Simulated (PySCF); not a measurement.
SbH₆⁻, singlet: molecular constants

Method: PySCF, PBE0, basis Sb def2-TZVPD with ECP28, H def2-TZVPD (scalar-relativistic core potentials, no spin–orbit coupling, density fitting).

The structure is a minimum.

```xyz
7
charge -1 multiplicity 1, angstrom
Sb    0.0000    0.0000    0.0000
H     0.0000    0.0000    1.7990
H     0.0000    0.0000   -1.7990
H     1.7990    0.0000    0.0000
H     0.0000    1.7990    0.0000
H    -1.7990    0.0000    0.0000
H     0.0000   -1.7990    0.0000
```

| Quantity | Value |
| --- | --- |
| Point group | Oh |
| Bond lengths | Sb–H 1.799 Å (×6) |
| Bond angles | H–Sb–H 90.0° (×12), H–Sb–H 180.0° (×3) |
| Highest occupied level | -1.12 eV |
| Dipole moment about the centre of mass | 0.00 D |
| Rotational constants | 1.292, 1.292, 1.292 cm⁻¹ |
| Principal quadrupole moments (Buckingham, traceless) about the centre of mass | 0.00, 0.00, 0.00 D Å |
| Heat capacity Cp at 298.15 K | 57.3 J/(mol K) |
| Lowest empty level | 3.30 eV |
| Rotational symmetry number | 24 |
| Principal polarisabilities | 79.8, 79.8, 79.8 bohr³ |
| Entropy at 298.15 K and 1 bar | 230.6 J/(mol K) |
| Enthalpy at 298.15 K above 0 K | 11.63 kJ/mol |
| Zero-point energy | 100.4 kJ/mol |

Harmonic modes (masses in u: Sb 120.904, H 1.008):
| symmetry | ω (cm⁻¹) | IR (km/mol, summed over degenerate members) | μ (u) | type |
| --- | --- | --- | --- | --- |
| t2u | 750 | 0.0 | 1.01 | bend |
| t1u | 841 | 1758 | 1.05 | bend |
| t2g | 940 | 0.0 | 1.01 | bend |
| eg | 1439 | 0.0 | 1.01 | stretch |
| t1u | 1516 | 3965 | 1.02 | stretch |
| a1g | 1772 | 0.0 | 1.01 | stretch |

In Oh the vibrations span t2u + 2t1u + t2g + eg + a1g. The a1g, eg, t2g, t2u modes carry no infrared intensity, as symmetry demands. With a centre of inversion only u modes can be infrared active and only g modes Raman active.

Charges (e); Mulliken and Löwdin values are unreliable with diffuse functions:
```csv
atom,Mulliken,Löwdin,polar tensor,Mayer order to Sb1
Sb1,-0.75,0.08,2.05,–
"H2,3,4,5,6,7",-0.04,-0.18,-0.51,0.88
```

Mulliken populations on Sb1 (electrons outside its core potential): s 3.57, p 9.03, d 11.12, f 0.03.

Outer orbital energies (eV). occupied: -11.33, -5.00, -5.00, -5.00, -1.12, -1.12; empty: 3.30, 5.80, 5.80, 5.80.

Counting electrons, antimony keeps none of its valence electrons outside its bonds, so the VSEPR class is AX6 and the expected shape is octahedral (Oh), as computed.

Only a few start shapes were tried, so a lower isomer may exist. The lowest empty level of this anion is unbound, so it and the gap depend on the basis.

The final relaxation and frequency run took about 50 core-seconds on a shared host.
